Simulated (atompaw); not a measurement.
# oxygen PAW (atompaw): all-electron and pseudo phase curves

| Quantity | Value |
| --- | --- |
| Element | oxygen (O) |
| Generator | atompaw 4.2.0.5 |
| Type | PAW |
| Functional | LDA (PW92) |
| Relativity | non-relativistic |
| Frozen core | [He] |
| Valence charge | 6 |
| Reference configuration | 2s2 2p3.75 (charge +0.25) |
| Partial waves | 2s (bound): rc 1.20 bohr; 2s channel at -1.55 Ry: rc 0.80 bohr; 2p (bound): rc 1.50 bohr; 2p channel at 3.85 Ry: rc 1.50 bohr; 3d channel at -0.15 Ry: rc 1.50 bohr; 3d channel at 2.35 Ry: rc 1.50 bohr |
| Local potential | troulliermartins scheme with l = 3 at 0.5 Ry, radius 1.45 bohr |
| Core correction | smooth core density matched at 0.85 bohr |
| Augmentation charge | sinc compensation charge, radius 1.40 bohr; PAW radius 1.50 bohr; waves and projectors: custom polynom vanderbiltortho |

The phase is arctan(r·u′/u) with u = r·R(r), unwrapped; energies in Ry, scanned from -4 to 5 Ry. A pole is an energy at which the radial function vanishes at the test radius. The pseudo phase is shifted by a multiple of π to meet the all-electron one at the reference energy, and phase errors are pseudo minus all-electron; the curves can meet again beyond the range given. Levels narrower than the energy grid can be missing from the lists of poles.

```tsv
channel	radius (bohr)	reference energy (Ry)	poles, all-electron	poles, pseudo	unbroken range about the reference energy with phases within 0.05 rad	phase error 1 Ry above the reference energy (rad)
s	1.50	-2.01	-0.20	-0.21, 1.54	below 1.4	-0.000
p	1.50	-0.93	0.62	0.62	the whole range	+0.001
d	1.50	-0.15	none	none	the whole range	+0.000
```

Phases in the s channel:

```tsv
E (Ry)	all-electron	pseudo
-4.00	0.968	0.968
-3.76	0.896	0.896
-3.52	0.798	0.798
-3.28	0.659	0.659
-3.04	0.458	0.458
-2.80	0.168	0.168
-2.56	-0.204	-0.204
-2.32	-0.579	-0.579
-2.08	-0.875	-0.875
-1.84	-1.083	-1.083
-1.60	-1.225	-1.225
-1.36	-1.327	-1.327
-1.12	-1.402	-1.402
-0.88	-1.460	-1.460
-0.64	-1.506	-1.506
-0.40	-1.544	-1.544
-0.16	-1.576	-1.577
0.08	-1.604	-1.605
0.32	-1.629	-1.630
0.56	-1.651	-1.653
0.80	-1.672	-1.676
1.04	-1.691	-1.700
1.28	-1.709	-1.734
1.52	-1.727	-4.669
1.76	-1.745	-4.853
2.00	-1.762	-4.881
2.24	-1.779	-4.901
2.48	-1.797	-4.919
2.72	-1.815	-4.937
2.96	-1.835	-4.955
3.20	-1.855	-4.973
3.44	-1.877	-4.992
3.68	-1.900	-5.012
3.92	-1.925	-5.033
4.16	-1.953	-5.056
4.40	-1.985	-5.081
4.64	-2.020	-5.108
4.88	-2.060	-5.138
```
